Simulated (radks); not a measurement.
Br2+, configuration [Ar] 3d10 4s1 4p4 (not the ground configuration).

All-electron calculation, scalar-relativistic Kohn-Sham, PBE, spin-polarised, spherical densities, finite nucleus; open shells are filled with parallel spins first; Fermi nuclear charge, rms radius 4.1629 fm. Program: a radial shooting solver on a logarithmic mesh with Libxc functionals.

Energy parts (eV):
| part | energy |
|---|---|
| total | -70876.971 |
| kinetic | 72411.160 |
| electron-nucleus | -170095.152 |
| Hartree | 29294.672 |
| exchange-correlation | -2487.650 |

Orbitals (lengths in bohr, moments of r in powers of bohr; <r^-3> diverges for s and p1/2; r(90%) holds 90 % of the orbital's charge):
| orbital | occ. | eigenvalue (eV) | <r^-3> | <r^4> | r(90%) |
|---|---|---|---|---|---|
| 1s up | 1 | -13343.90 | - | 0.00001561 | 0.0764 |
| 1s down | 1 | -13343.63 | - | 0.00001561 | 0.0764 |
| 2s up | 1 | -1758.750 | - | 0.003102 | 0.293 |
| 2s down | 1 | -1758.593 | - | 0.003101 | 0.293 |
| 2p up | 3 | -1554.289 | 1356 | 0.002250 | 0.270 |
| 2p down | 3 | -1554.064 | 1356 | 0.002250 | 0.270 |
| 3s up | 1 | -263.7009 | - | 0.1944 | 0.821 |
| 3s down | 1 | -263.3328 | - | 0.1933 | 0.820 |
| 3p up | 3 | -199.1270 | 196.9 | 0.2356 | 0.861 |
| 3p down | 3 | -198.7140 | 197.1 | 0.2330 | 0.860 |
| 3d up | 5 | -92.3375 | 23.29 | 0.4039 | 0.972 |
| 3d down | 5 | -91.8020 | 23.44 | 0.3867 | 0.963 |
| 4s up | 1 | -43.9655 | - | 12.15 | 2.31 |
| 4s down | 0 | -40.6300 | - | 12.71 | 2.33 |
| 4p up | 3 | -30.1469 | 19.47 | 22.70 | 2.70 |
| 4p down | 1 | -26.9406 | 18.92 | 25.87 | 2.79 |

The highest occupied level is 4p down at -26.941 eV. The configuration is held as typed, so some empty levels lie below it. Summed over all electrons, <r^2> = 25.67 bohr^2, which gives a Langevin (diamagnetic) susceptibility term of -20.3 x 10^-6 cm^3/mol. The electron density at the nucleus is 4.496e+04 e/bohr^3 (large components only).
